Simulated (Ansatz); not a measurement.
Start from `C[SiH](F)[GeH3]` and change one atom or group to get `C[SiH]([GeH3])C#N`.

Ansatz, PBE0-D4/def2-TZVP geometries, multiplicity 1. 

Scalar relativity is left out up to krypton.

```
                             property  `C[SiH](F)[GeH3]`
    LUMO energy (PBE/def2-TZVPP) / eV              -0.92
   LUMO energy (PBE0/def2-TZVPP) / eV              -0.06
  HOMO energy (B3LYP/def2-TZVPP) / eV              -7.82
 HOMO–LUMO gap (PBE0/def2-TZVPP) / eV               7.94
HOMO energy (ωB97M-V/def2-TZVPP) / eV             -10.06
   HOMO energy (PBE0/def2-TZVPP) / eV              -8.01
```

Question: What does the change do to each property? (An estimate is asked.)

Answer: Computed: 
```
                             property  `C[SiH]([GeH3])C#N`  shift
    LUMO energy (PBE/def2-TZVPP) / eV                -1.58  -0.66
   LUMO energy (PBE0/def2-TZVPP) / eV                -0.68  -0.62
  HOMO energy (B3LYP/def2-TZVPP) / eV                -8.25  -0.43
 HOMO–LUMO gap (PBE0/def2-TZVPP) / eV                 7.76  -0.18
HOMO energy (ωB97M-V/def2-TZVPP) / eV               -10.47  -0.41
   HOMO energy (PBE0/def2-TZVPP) / eV                -8.44  -0.43
```

With PBE0 the HOMO falls by 0.43 eV and the LUMO falls by 0.62 eV, so the gap narrows by about 0.19 eV. PBE moves the HOMO by -0.48 eV and ωB97M-V by -0.41 eV. The zero-point energy changes by 15.8 kJ/mol with +3 modes.

B3LYP here is the variant with VWN-RPA as its local correlation; programs differ in this.
